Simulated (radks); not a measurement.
Ionisation of neutral terbium, [Xe] 4f9 6s2, to [Xe] 4f9 6s1 as the strength of local exchange is varied. All-electron calculation, Dirac Kohn-Sham, Slater X-alpha exchange (alpha = 2/3 is LDA exchange), no correlation, spin-unpolarised, spherical densities, finite nucleus; open shells fill j = l - 1/2 first; Fermi nuclear charge, rms radius 5.06 fm. Program: a radial shooting solver on a logarithmic mesh with Libxc functionals.

alpha  E(Tb) (hartree)  exchange (hartree)  IE (eV)  -e of the level emptied (eV)  <r> of it (bohr)
0.614      -11684.6045           -223.2531    5.273                 2.823 (6s1/2)             4.289
0.667      -11703.8930           -242.9625    5.512                 3.036 (6s1/2)             4.229
0.691      -11712.6388           -251.9095    5.623                 3.136 (6s1/2)             4.201
0.858      -11773.6912           -314.5461    6.442                 3.887 (6s1/2)             4.013
0.927      -11799.0158           -340.6195    6.800                 4.221 (6s1/2)             3.940
1.034      -11838.4015           -381.2752    7.378                 4.763 (6s1/2)             3.831

NIST Atomic Spectra Database: 5.864 eV (measured). The Delta-SCF value meets it near alpha = 0.74. Spin polarisation and multiplet splitting are left out, so open shells lie too high by an amount that depends on their filling.

Beside tabulated values, note that spin-unpolarised runs miss the spin-polarisation part of the exchange energy of open shells.
